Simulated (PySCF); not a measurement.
O$_{4}$Os, triplet (typed; the unrestricted solution is spin-contaminated), at a GFN2-xTB geometry (such geometries of metal compounds can be far from the true shape) (the multiplicity is a formal guess) (core potentials on Os); HF/def2-SVP in PySCF.

Here is a job for PySCF.
```python
from pyscf import gto, scf

mol = gto.M(
    atom='''
Os   -0.00000000   -0.00000000   -0.00000000
O     1.25562739    0.85403793   -0.68566191
O     0.90693264   -1.04343838    0.92995844
O    -1.13864707   -1.09252818   -0.53476929
O    -1.02391295    1.28192863    0.29047276
''',
    basis='def2-svp',
    ecp={'Os': 'def2-svp'},
    spin=2,
    verbose=4,
)

mf = scf.UHF(mol)
mf.diis_space = 2
mf.kernel()
```

It wrote (shortened):

```
PySCF version 2.14.0

[INPUT] verbose = 4
[INPUT] num. atoms = 5
[INPUT] num. electrons = 48
[INPUT] charge = 0
[INPUT] spin (= nelec alpha-beta = 2S) = 2
[INPUT] symmetry False subgroup None
[INPUT] Mole.unit = angstrom
[INPUT] Symbol           X                Y                Z      unit          X                Y                Z       unit  Magmom
[INPUT]  1 Os     0.000000000000   0.000000000000   0.000000000000 AA    0.000000000000   0.000000000000   0.000000000000 Bohr   0.0
[INPUT]  2 O      1.255627390000   0.854037930000  -0.685661910000 AA    2.372791881602   1.613897787690  -1.295713223946 Bohr   0.0
[INPUT]  3 O      0.906932640000  -1.043438380000   0.929958440000 AA    1.713854303029  -1.971812766060   1.757366758828 Bohr   0.0
[INPUT]  4 O     -1.138647070000  -1.092528180000  -0.534769290000 AA   -2.151731114838  -2.064579043570  -1.010567497928 Bohr   0.0
[INPUT]  5 O     -1.023912950000   1.281928630000   0.290472760000 AA   -1.934915050895   2.422494021939   0.548913963047 Bohr   0.0

nuclear repulsion = 238.37152581973
number of shells = 36
number of NR pGTOs = 153
number of NR cGTOs = 88
basis = def2-svp
ecp = {'Os': 'def2-svp'}

******** <class 'pyscf.scf.uhf.UHF'> ********
method = UHF
initial guess = minao
damping factor = 0
level_shift factor = 0
DIIS = <class 'pyscf.scf.diis.CDIIS'>
diis_start_cycle = 1
diis_space = 2
diis_damp = 0
SCF conv_tol = 1e-09
SCF conv_tol_grad = None
SCF max_cycles = 50
direct_scf = True
direct_scf_tol = 1e-13
number electrons alpha = 25  beta = 23
Set gradient conv threshold to 3.16228e-05
init E= -376.208796628991

cycle= 1 E= -388.541087033984  delta_E= -12.3  |g|= 0.734  |ddm|= 6.03
cycle= 2 E= -388.552117654065  delta_E= -0.011  |g|= 0.651  |ddm|= 1.05
cycle= 3 E= -388.703488166315  delta_E= -0.151  |g|= 0.17  |ddm|= 0.556
cycle= 4 E= -388.717340655239  delta_E= -0.0139  |g|= 0.0448  |ddm|= 0.187
cycle= 5 E= -388.720863165427  delta_E= -0.00352  |g|= 0.0293  |ddm|= 0.0766
cycle= 6 E= -388.723434921753  delta_E= -0.00257  |g|= 0.0172  |ddm|= 0.0893
cycle= 7 E= -388.724007250103  delta_E= -0.000572  |g|= 0.0127  |ddm|= 0.0373
cycle= 8 E= -388.724207240079  delta_E= -0.0002  |g|= 0.011  |ddm|= 0.0175
cycle= 9 E= -388.724365034437  delta_E= -0.000158  |g|= 0.00756  |ddm|= 0.0141
cycle= 10 E= -388.724520707286  delta_E= -0.000156  |g|= 0.0065  |ddm|= 0.0178
cycle= 11 E= -388.724600975144  delta_E= -8.03e-05  |g|= 0.00543  |ddm|= 0.013
cycle= 12 E= -388.724637075683  delta_E= -3.61e-05  |g|= 0.00436  |ddm|= 0.00686
cycle= 13 E= -388.724670362073  delta_E= -3.33e-05  |g|= 0.0033  |ddm|= 0.00689
cycle= 14 E= -388.724708141473  delta_E= -3.78e-05  |g|= 0.0029  |ddm|= 0.0102
cycle= 15 E= -388.724719649984  delta_E= -1.15e-05  |g|= 0.00245  |ddm|= 0.00464
cycle= 16 E= -388.724728350458  delta_E= -8.7e-06  |g|= 0.00187  |ddm|= 0.00345
cycle= 17 E= -388.724735602103  delta_E= -7.25e-06  |g|= 0.00149  |ddm|= 0.00336
cycle= 18 E= -388.724744570548  delta_E= -8.97e-06  |g|= 0.00134  |ddm|= 0.00546
cycle= 19 E= -388.724746055719  delta_E= -1.49e-06  |g|= 0.00111  |ddm|= 0.00153
cycle= 20 E= -388.724748306617  delta_E= -2.25e-06  |g|= 0.000848  |ddm|= 0.00187
cycle= 21 E= -388.724750003301  delta_E= -1.7e-06  |g|= 0.000692  |ddm|= 0.00171
cycle= 22 E= -388.724751956789  delta_E= -1.95e-06  |g|= 0.000641  |ddm|= 0.00257
cycle= 23 E= -388.724752175853  delta_E= -2.19e-07  |g|= 0.000512  |ddm|= 0.000563
cycle= 24 E= -388.724752748545  delta_E= -5.73e-07  |g|= 0.000404  |ddm|= 0.000984
cycle= 25 E= -388.724753192125  delta_E= -4.44e-07  |g|= 0.000334  |ddm|= 0.000939
cycle= 26 E= -388.724753583961  delta_E= -3.92e-07  |g|= 0.000318  |ddm|= 0.00107
cycle= 27 E= -388.724753648397  delta_E= -6.44e-08  |g|= 0.000243  |ddm|= 0.000267
cycle= 28 E= -388.724753792915  delta_E= -1.45e-07  |g|= 0.000203  |ddm|= 0.0005
cycle= 29 E= -388.724753918673  delta_E= -1.26e-07  |g|= 0.000169  |ddm|= 0.000539
cycle= 30 E= -388.724753992575  delta_E= -7.39e-08  |g|= 0.000162  |ddm|= 0.000399
cycle= 31 E= -388.724754021314  delta_E= -2.87e-08  |g|= 0.000124  |ddm|= 0.000176
cycle= 32 E= -388.724754063334  delta_E= -4.2e-08  |g|= 0.00011  |ddm|= 0.000273
cycle= 33 E= -388.724754103389  delta_E= -4.01e-08  |g|= 0.000101  |ddm|= 0.000298
cycle= 34 E= -388.724754124034  delta_E= -2.06e-08  |g|= 9.96e-05  |ddm|= 0.000158
cycle= 35 E= -388.72475414577  delta_E= -2.17e-08  |g|= 9.93e-05  |ddm|= 0.000154
cycle= 36 E= -388.724754171263  delta_E= -2.55e-08  |g|= 0.00011  |ddm|= 0.000165
cycle= 37 E= -388.724754159158  delta_E= 1.21e-08  |g|= 0.000104  |ddm|= 7.69e-05
cycle= 38 E= -388.724754154667  delta_E= 4.49e-09  |g|= 0.000112  |ddm|= 0.000128
cycle= 39 E= -388.724754196919  delta_E= -4.23e-08  |g|= 0.000117  |ddm|= 0.000267
cycle= 40 E= -388.724754214636  delta_E= -1.77e-08  |g|= 0.00013  |ddm|= 0.000106
cycle= 41 E= -388.724754223451  delta_E= -8.81e-09  |g|= 0.000135  |ddm|= 6.64e-05
cycle= 42 E= -388.724754226615  delta_E= -3.16e-09  |g|= 0.000154  |ddm|= 0.00026
cycle= 43 E= -388.724754303989  delta_E= -7.74e-08  |g|= 0.000169  |ddm|= 0.000357
cycle= 44 E= -388.724754337036  delta_E= -3.3e-08  |g|= 0.000196  |ddm|= 0.000171
cycle= 45 E= -388.724754405103  delta_E= -6.81e-08  |g|= 0.000217  |ddm|= 0.000254
cycle= 46 E= -388.724754361349  delta_E= 4.38e-08  |g|= 0.00024  |ddm|= 0.000341
cycle= 47 E= -388.724754597891  delta_E= -2.37e-07  |g|= 0.000277  |ddm|= 0.000649
cycle= 48 E= -388.724754628371  delta_E= -3.05e-08  |g|= 0.000311  |ddm|= 0.000168
cycle= 49 E= -388.724754931593  delta_E= -3.03e-07  |g|= 0.000366  |ddm|= 0.000606
cycle= 50 E= -388.724754686761  delta_E= 2.45e-07  |g|= 0.000383  |ddm|= 0.000545
SCF not converged.
SCF energy = -388.724754686761 after 50 cycles  <S^2> = 2.2961731  2S+1 = 3.1913465
```

The run did not converge; its last values are not results.
